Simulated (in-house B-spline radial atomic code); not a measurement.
Configurations of Ce³⁺, with energies counted from [Xe] 4f1. Level of theory: scalar-relativistic (X2C) B97-1, spin-polarised, spherical fractional occupations, Fermi nucleus of rms radius 4.8771 fm; calculated with an all-electron radial atomic-structure program (B-spline basis). Shells without spins written out take the highest spin.

Caution: exact exchange at fractional occupations of open shells leaves self-interaction of up to several eV.

Occupations are held fixed; configurations that lie above the ionisation limit could autoionise.

```
                                                   configuration  E - E(ref) (eV)  highest orbital  its <r> (bohr)
[Kr] 4d10 4f(1 up, 0 down) 5s2 5p(3 up, 2 down) 6f(1 up, 0 down)           43.712            6f up           7.645
                  [Kr] 4d(5 up, 4 down) 4f(2 up, 0 down) 5s2 5p6           108.61            4f up            1.03
                                        [Kr] 4d9 4f1 5s2 5p6 6p1           126.34            6p up           3.806
 [Kr] 4d(4 up, 5 down) 4f(0 up, 1 down) 5s2 5p6 6d(0 up, 1 down)           132.49          6d down           4.978
 [Kr] 4d(4 up, 5 down) 4f(1 up, 0 down) 5s2 5p6 5f(0 up, 1 down)           134.77          5f down           4.389
```

(1) Order these further configurations by energy, lowest first.
A. [Kr] 4d10 4f1 5s2 5p5 5f1
B. [Kr] 4d10 4f1 5s2 5p5 6d1
C. [Xe] 6f1
D. [Kr] 4d10 4f2 5s2 5p5
E. [Kr] 4d10 4f1 5s2 5p5 6s1

(2) How far above the reference does [Xe] 5d1 lie?

Results:

(1) D (19.832 eV), C (26.397 eV), E (26.94 eV), B (38.109 eV), A (39.316 eV).

(2) 5.9078 eV; its least bound orbital is 5d up with <r> = 2.254 bohr.
